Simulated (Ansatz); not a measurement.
Cartesian coordinates in Å:
```
Cl 0.106 0.694 1.691
B 0.507 0.022 0.133
Cl 2.178 -0.261 -0.285
Se -0.825 -0.436 -1.181
H -1.967 -0.019 -0.358
```

The species carries charge 0 and has multiplicity 1.

Q: List the ωB97M-V/def2-TZVPP orbital energies in eV (Ansatz 0.2.0). (An estimate is asked.)

A: The calculation gave: Occupied: -12368.69, -2772.51, -2772.47, -1588.99, -1423.75, -1423.71, -1423.69, -262.92, -262.88, -218.45, -200.39, -200.36, -200.28, -200.24, -200.24, -200.21, -191.18, -161.39, -161.26, -161.17, -61.29, -61.26, -61.17, -61.07, -61.07, -27.18, -26.17, -23.14, -16.91, -15.05, -14.21, -13.52, -12.93, -11.93, -11.52, -11.15, -9.93. Lowest empty: 0.62, 1.75, 2.51, 3.54, 4.25, 4.52, 4.81, 4.95.
